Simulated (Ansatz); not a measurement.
Relaxation of H$_{4}$O$_{3}$Si (8 atoms, charge 0, multiplicity 1), to a largest force component of 0.02 eV/Å in at most 40 steps.

Computed with RKS PBE0/6-31G (Ansatz).

```xyz
8
Properties=species:S:1:pos:R:3
Si 0.000 0.000 0.000
O 0.000 0.000 1.680
H -0.909 -0.281 2.017
H 1.377 0.000 -0.486
O -0.791 1.371 -0.559
H -1.749 1.140 -0.782
O -0.791 -1.371 -0.559
H -1.246 -1.837 0.213
```

Question: Where does it end, and by what steps?

Answer: The run converged. Limits of this set-up: no polarisation functions. After 9 steps the energy has fallen by 0.668 eV; H8 moved furthest, 0.72 Å.

| step | energy less start (eV) | largest force component (eV/Å) | accepted |
| --- | --- | --- | --- |
| 0 | 0.0000 | 2.430 | yes |
| 1 | -0.3882 | 1.581 | yes |
| 2 | -0.5765 | 0.819 | yes |
| 3 | -0.6298 | 0.392 | yes |
| 4 | -0.5823 | 1.089 | no |
| 5 | -0.6603 | 0.089 | yes |
| 6 | -0.6651 | 0.079 | yes |
| 7 | -0.6369 | 0.837 | no |
| 8 | -0.6676 | 0.025 | yes |
| 9 | -0.6678 | 0.010 | yes |

```xyz
8
Properties=species:S:1:pos:R:3
Si -0.091 -0.053 0.072
O 0.007 -0.076 1.768
H -0.681 0.215 2.380
H 1.322 -0.101 -0.379
O -0.886 1.334 -0.502
H -1.732 1.283 -0.969
O -1.058 -1.322 -0.538
H -0.991 -2.257 -0.309
```

Whether the end is a true minimum wasn't checked by a vibrational analysis.

The run took 19 s on 1 thread of Arm Neoverse V2 (shared host), peak memory 0.098 GiB.
